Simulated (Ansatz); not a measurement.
Coupled-cluster diagnostics for ZrO3H2, Ansatz.

Geometry of the singlet (PBE-D4/def2-TZVP):

```xyz
6

Zr    0.099    0.136   -0.232
O     0.126    0.479   -2.177
O     1.495    0.465   -1.590
O    -0.114   -1.575    0.227
H    -0.792   -0.140    1.849
H    -0.813    0.635    1.922
```

In the def2 sets Zr takes a core potential; there is no spin–orbit coupling. Correlated methods freeze 3 core orbitals; core or outer-core shells of Zr are correlated, in sets that lack core-valence functions. The structure holds 1 bond(s) between oxygen atoms. In the singlet, H5 and H6 lie 0.78 Å apart (atoms count from 1), so H2 has formed as a molecule. Another isomer (singlet) lies 5.21 eV lower at PBE0-D4/def2-TZVP; other spin states weren't run for this one.

Question: Estimate the CCSD(T) correlation energy, the shares of MP2 and (T), T1 and the reference's ⟨S²⟩ for: charge 0, singlet, own geometry in def2-TZVPP; and the rough time on 4 threads of Arm Neoverse V1 on a shared host.

Answer: 
| state | basis | correlation (eV) | MP2 share (%) | (T) share (%) | T1 | ⟨S²⟩ (pure) | wall time |
| --- | --- | --- | --- | --- | --- | --- | --- |
| charge 0, singlet, own geometry | def2-TZVPP | -31.419 | 97.4 | 5.2 | 0.030 | 0.00 (0.00) | 63 s |
Customary marks for T1 are 0.02 (closed shells), 0.045 (open shells) and about 0.05 (3d metals). T1 exceeds 0.02 in 1 of 1 rows and 0.045 in 0; the higher it lies, the less the single-reference result can be trusted.
